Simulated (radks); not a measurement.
Results of a calculation; reference values are marked as such.
Species: Cs VIII. Configuration: [Kr] 4d10 5s2. Code: a radial shooting solver on a logarithmic mesh with Libxc functionals. Model: Dirac Kohn-Sham, relativistic LDA (MacDonald-Vosko exchange, VWN5 correlation), spin-unpolarised, spherical densities, finite nucleus; Fermi nuclear charge, rms radius 4.8041 fm. Some entries of the table are withheld. Estimate them.

orbital,occ.,eigenvalue (eV),<r^2> (bohr^2)
1s1/2,2,-35646.70,0.0009321
2s1/2,2,(1),(2)
2p1/2,2,(3),0.01093
2p3/2,4,(4),0.01221
3s1/2,2,-1251.775,0.1027
3p1/2,2,-1115.416,0.09728
3p3/2,4,-1048.504,0.1051
3d3/2,4,-806.7247,0.08724
3d5/2,6,-792.4402,0.08949
4s1/2,2,-307.9532,0.5436
4p1/2,2,-258.6831,0.5866
4p3/2,4,-244.7653,0.6312
4d3/2,4,-163.8713,0.7741
4d5/2,6,-161.5086,0.7920
5s1/2,2,-105.1530,2.653

Answer. 
(1) 2s1/2 eigenvalue (eV): -5674.621
(2) 2s1/2 <r^2> (bohr^2): 0.01486
(3) 2p1/2 eigenvalue (eV): -5351.398
(4) 2p3/2 eigenvalue (eV): -5002.563
